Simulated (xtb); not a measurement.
xtb input (GFN2-xTB):

```bash
xtb mol.xyz --gfn 2 --ohess tight --chrg 1 --uhf 0
```
mol.xyz:
```
4

Hf     0.02249526     0.00824845     0.00980208
H      0.78881163    -0.51617889     1.57337306
H     -0.39940867     1.73291536    -0.33728998
H     -0.34018099    -1.26647573    -1.29607926
```

End of the output:

```
   ------------------------------------------------------------------------

         :::::::::::::::::::::::::::::::::::::::::::::::::::::
         ::                  THERMODYNAMIC                  ::
         :::::::::::::::::::::::::::::::::::::::::::::::::::::
Note: The following floating-point exceptions are signalling: IEEE_DENORMAL
normal termination of xtb
         :: total free energy          -2.610583261271 Eh   ::
         ::.................................................::
         :: total energy               -2.599853620144 Eh   ::
         :: zero point energy           0.011972873010 Eh   ::
         :: G(RRHO) w/o ZPVE           -0.022702514137 Eh   ::
         :: G(RRHO) contrib.           -0.010729641127 Eh   ::
         :::::::::::::::::::::::::::::::::::::::::::::::::::::

optimized geometry written to: xtbopt.xyz

           -------------------------------------------------
          | TOTAL ENERGY               -2.599853620144 Eh   |
          | TOTAL ENTHALPY             -2.583450330824 Eh   |
          | TOTAL FREE ENERGY          -2.610583261271 Eh   |
          | GRADIENT NORM               0.000678788881 Eh/α |
          | HOMO-LUMO GAP               5.530947215392 eV   |
           -------------------------------------------------

------------------------------------------------------------------------
------------------------------------------------------------------------
 total:
 SCF:
 ANC optimizer:
 analytical hessian:
```

The spin state was set by rule; other spins were not relaxed.
